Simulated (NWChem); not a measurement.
# Si₂H₃Br, singlet; SMILES [SiH3][Si]Br

```xyz
6

Si     0.9732    -0.3894    -0.6226
Br    -0.1630     0.9784     0.7795
Si    -0.4099    -2.3129    -0.1183
H      0.0099    -3.5311    -0.8826
H     -1.8360    -2.0039    -0.4585
H     -0.3178    -2.6158     1.3468
```
Atoms are numbered in this order, from 1.

Results from NWChem. Geometry optimised at PBE0/def2-SVP; all other runs use it. Low-valent species are run as closed-shell singlets; no triplet was tried in these runs. This build's default masses of Se (78.918 u) and Br (79.917 u) are each other's, which moves their modes by up to 0.6 %.

| quantity | level | value |
|---|---|---|
| vertical, lowest excitation, singlet (eV) | B3LYP/def2-SVPD, TDA | … |
| vertical ionisation energy, ΔSCF (eV) | B3LYP/def2-SVP | 8.45 |
| dipole in solution (D) in water | PBE0/def2-SVP, SMD | … |
| isotropic polarisability (bohr³), static | B3LYP/def2-SVPD | 88.2 |
| dipole (D) | PBE0/def2-SVP | … |
| highest harmonic frequency (cm⁻¹) | PBE0/def2-SVP | 2218 |

What belongs in the gaps?


- vertical, lowest excitation, singlet (eV), value: 1.88
- dipole in solution (D) in water, value: 1.14
- dipole (D), value: 0.77
